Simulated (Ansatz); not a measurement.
Reaction (cleavage of the Si–Si bond): `N[SiH2][SiH](N)O` + HBr → `N[SiH](O)Br` + `N[SiH3]`

Program: Ansatz. Geometries: PBE0-D4/def2-TZVP. ΔE: electronic, gas phase. CCSD(T)/CBS is the MP2 limit (def2-TZVPP, def2-QZVPP) plus CCSD(T) − MP2 in def2-TZVPP, frozen cores. This one scheme is used for every species. Functionals use def2-TZVPP. B3LYP here is the variant with VWN-RPA as its local correlation; programs differ in this. For Br outer-core shells are correlated without core-valence functions, which leaves a few kJ/mol of doubt a bond. Scalar relativity is left out up to krypton. Each species was taken in one conformer, which may not be the lowest.

Q: Is it downhill or uphill in electronic energy at CCSD(T)/CBS, and by how much? (Best estimate.)

A: Ansatz gave: Downhill: ΔE = -121.6 kJ/mol.

Q: What do these levels give: PBE0-D4, B3LYP-D4, ωB97X-V, PBE, r2SCAN, PBE0, B3LYP, CCSD/def2-TZVPP, CCSD(T)/def2-TZVPP, SCS-MP2/def2-QZVPP, HF/CBS(def2), CCSD/CBS(def2)? (Best estimate.)

A: Ansatz gave: PBE0-D4 -111.4, B3LYP-D4 -114.8, ωB97X-V -117.4, PBE -106.6, r2SCAN -120.9, PBE0 -114.3, B3LYP -119.1, CCSD/def2-TZVPP -120.2, CCSD(T)/def2-TZVPP -118.0, SCS-MP2/def2-QZVPP -129.7, HF/CBS(def2) -140.5, CCSD/CBS(def2) -123.8 kJ/mol.

Largest T1 diagnostic among the species: 0.011.

The D4 term adds +4.3 kJ/mol with B3LYP and +2.9 kJ/mol with PBE0; it sums over pairs of atoms, weighted by their polarisabilities, and B3LYP, whose exchange is more repulsive, gets the larger term. From PBE to PBE0 (25 % exact exchange), in def2-TZVPP and without D4, ΔE moves by −7.7 kJ/mol.
